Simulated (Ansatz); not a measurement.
Computed with frozen-core CCSD(T)/cc-pVDZ // PBE0-D3(BJ)/def2-SVP in Ansatz (an electronic-structure program).

Ansatz 0.2 input:
```yaml
crystal:
  periodic: [false, false, false]
  atoms:
    - { symbol: B, position_ang: [-1.261607, 2.108122, 0.114513] }
    - { symbol: C, position_ang: [-0.451447, 0.796245, -0.044965] }
    - { symbol: C, position_ang: [-1.552253, -0.304446, -0.218228] }
    - { symbol: C, position_ang: [-0.772333, -1.477968, -0.871206] }
    - { symbol: C, position_ang: [0.662137, -0.948803, -0.973917] }
    - { symbol: C, position_ang: [0.410129, 0.528195, -1.291405] }
    - { symbol: C, position_ang: [1.238868, -0.881737, 0.45269] }
    - { symbol: S, position_ang: [3.055882, -0.759624, 0.529788] }
    - { symbol: C, position_ang: [0.480486, 0.316282, 1.082643] }
    - { symbol: H, position_ang: [-1.620176, 2.491646, 1.206453] }
    - { symbol: H, position_ang: [-1.632416, 2.714665, -0.866612] }
    - { symbol: H, position_ang: [-2.002915, -0.571157, 0.748854] }
    - { symbol: H, position_ang: [-2.370896, 0.034052, -0.874852] }
    - { symbol: H, position_ang: [-1.169325, -1.706624, -1.871678] }
    - { symbol: H, position_ang: [-0.835005, -2.402441, -0.276762] }
    - { symbol: H, position_ang: [1.302516, -1.508842, -1.668588] }
    - { symbol: H, position_ang: [1.327721, 1.137679, -1.318253] }
    - { symbol: H, position_ang: [-0.133707, 0.683997, -2.235913] }
    - { symbol: H, position_ang: [1.042971, -1.822386, 0.990382] }
    - { symbol: H, position_ang: [3.162883, 0.430238, -0.100873] }
    - { symbol: H, position_ang: [-0.071731, 0.036921, 1.992542] }
    - { symbol: H, position_ang: [1.190208, 1.105983, 1.371303] }
basis:
  gaussian: { orbitals: cc-pVDZ }
correlation:
  method: ccsd_t
```

Output:

```
Functional definition: HF
1805 factors; integrals over basis functions are off by at most 1.0e-3 eV
mean field evaluation 1: about -18902.5569 eV, gradient 3.8e1 eV
mean field evaluation 2: about -18902.9565 eV, gradient 3.8e1 eV
mean field evaluation 4: about -18907.7011 eV, gradient 7.2e0 eV
mean field evaluation 8: about -18907.8439 eV, gradient 3.2e-1 eV
mean field evaluation 16: about -18902.5564 eV, gradient 3.8e1 eV
mean field -18907.84434180 eV, -694.8504633641 hartree, gradient 1.2e-6 eV, S^2 0.000000; 0 other end points of the search recorded, 0 dependent functions left out
13 core orbitals not correlated
reference -18907.84434180 eV, -694.8504633641 hartree; 25, 25 occupied and 157, 157 virtual orbitals, 1805 factors
second order -32.68831151 eV of doubles, -0.00000000 eV of singles
cycle   1  -34.16011343 eV  change    -1.5e0 eV  update   1.3e-1
cycle   2  -35.10495065 eV  change   -9.4e-1 eV  update   3.5e-2
cycle   3  -35.25958212 eV  change   -1.5e-1 eV  update   1.5e-2
cycle   4  -35.25742129 eV  change    2.2e-3 eV  update   3.5e-3
cycle   5  -35.25953234 eV  change   -2.1e-3 eV  update   1.6e-3
cycle   6  -35.25967759 eV  change   -1.5e-4 eV  update   5.5e-4
cycle   7  -35.25928679 eV  change    3.9e-4 eV  update   2.4e-4
cycle   8  -35.25926460 eV  change    2.2e-5 eV  update   8.5e-5
cycle   9  -35.25926757 eV  change   -3.0e-6 eV  update   3.2e-5
perturbative correction -1.24807195 eV, -0.0458657983 hartree
Total energy: -18944.35168133 eV, -696.1920833461 hartree
```

Cost: around 12 core-minutes (rough).
